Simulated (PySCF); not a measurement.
**Ionisation energy along the 9-electron series**

Calculated with PySCF 2.14 and a two-component X2C-1e Hamiltonian (Gaussian nucleus, no Breit or QED terms), each ion in its own even-tempered basis scaled to its charge; GMP2 freezes nothing and drops the highest virtual spinors. Values in eV. NIST values: (m) measured, (s) semi-empirical, (t) theoretical.

```json
{"ion": "Eu⁵⁴⁺", "configuration": "[He] 2s2 2p5", "GHF (spin-free)": "11361.6", "GMP2 (spin-free)": "11363.2", "GHF (screened spin-orbit)": "11164.4", "GMP2 (screened spin-orbit)": "11166.0", "NIST": "11153 ± 5 (t)"}
{"ion": "Tb⁵⁶⁺", "configuration": "[He] 2s2 2p5", "GHF (spin-free)": "12195.5", "GMP2 (spin-free)": "12197.2", "GHF (screened spin-orbit)": "11969.3", "GMP2 (screened spin-orbit)": "11970.9", "NIST": "11957 ± 5 (t)"}
```

(1) Fill in the row of Gd⁵⁵⁺.

## Answers

(1) configuration: [He] 2s2 2p5; GHF (spin-free): 11774.6; GMP2 (spin-free): 11776.2; GHF (screened spin-orbit): 11563.2; GMP2 (screened spin-orbit): 11564.8; NIST: 11552 ± 5 (t).
